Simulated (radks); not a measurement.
The numbers below are computed, except where a source is named.
Valence configurations of the bromine ion Br3+ (all share [Ar]). Code: a radial shooting solver on a logarithmic mesh with Libxc functionals. Model: Dirac Kohn-Sham, PBE, spin-unpolarised, spherical densities, finite nucleus; open shells fill j = l - 1/2 first; Fermi nuclear charge, rms radius 4.1629 fm. Energies are relative to 3d10 4s2 4p2; eigenvalues in eV.

valence           E (eV)  e(3d3/2)  e(3d5/2)  e(4p1/2)  e(4p3/2)  e(4s1/2)
3d10 4s2 4p2       0.000   -105.45   -104.36   -40.261         -   -54.062
3d10 4s1.5 4p2.5   7.280   -106.23   -105.14   -40.632   -39.896   -54.484
3d10 4s1 4p3      14.588   -107.00   -105.91   -40.997   -40.255   -54.899
3d10 4p4          29.288   -108.52   -107.43   -41.709   -40.954         -
3d9.5 4s2 4p2.5   33.752   -112.27   -111.15   -41.719   -40.946   -55.889
3d9.5 4s1 4p3.5   48.749   -113.77   -112.65   -42.427   -41.641   -56.692
3d9 4s2 4p3       70.224   -119.19   -118.05   -43.153   -42.336   -57.682
3d9 4s1 4p4       85.622   -120.66   -119.51   -43.835   -43.005   -58.455
3d8 4s2 4p4       151.60   -133.38   -132.18   -45.961   -45.054   -61.178
3d8 4s1 4p5       167.77   -134.76   -133.55   -46.599   -45.679   -61.897

NIST lists [Ar] 3d10 4s2 4p2 as the ground configuration; this level of theory agrees among the configurations tried. The energies are those of spherical spin-averaged densities, not of single terms.
